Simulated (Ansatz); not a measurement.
Reactions of CH7ClOSi2 (`OC([SiH3])[SiH2]Cl`).

Program: Ansatz. Geometries: PBE0-D4/def2-TZVP. ΔE: electronic, gas phase. CCSD(T)/CBS is the MP2 limit (def2-TZVPP, def2-QZVPP) plus CCSD(T) − MP2 in def2-TZVPP, frozen cores. This one scheme is used for every species. One conformer a species, not always the lowest.

(1) Order these by ΔE at CCSD(T)/CBS, lowest first. (An estimate is asked.)
A. `OC([SiH3])[SiH2]Cl` + `[OH][Al]([O][SiH3])[O][SiH3]` → `[SiH3][O][Al]([O][SiH3])[O][SiH3]` + `OC[SiH2]Cl`
B. `OC([SiH3])[SiH2]Cl` + `O[SiH2]S` → `O[SiH2]S[SiH3]` + `OC[SiH2]Cl`
C. `OC([SiH3])[SiH2]Cl` + H₂ → `[SiH3]C[SiH2]Cl` + H₂O

Largest T1 diagnostic: 0.012, for `[OH][Al]([O][SiH3])[O][SiH3]`.

Answers

(1) C (-35.7 kcal/mol), A (-27.3 kcal/mol), B (-16.4 kcal/mol).
